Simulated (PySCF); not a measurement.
B(H)(SeH)2 (BH3Se2), SMILES [SeH]B[SeH]. Coordinates come from a B3LYP-D3(BJ)/def2-SVP optimisation. This is a generated structure with no PubChem entry under its InChIKey; it may be hypothetical. The values are those of a single conformer.

Computed equilibrium geometry at B3LYP-D3(BJ)/def2-SVP (PySCF confirms it by a frequency run) as bond lengths and angles, and its point group (one conformer of several):
point group C2v.
Atoms: B1 H2 Se3 H4 Se5 H6. Bonded distances (Å): B1–H2 1.198, B1–Se3 1.936, B1–Se5 1.936, Se3–H4 1.475, Se5–H6 1.475. Angles (°): H2–B1–Se3 120.3, H2–B1–Se5 120.3, Se3–B1–Se5 119.4, B1–Se3–H4 95.0, B1–Se5–H6 95.0.
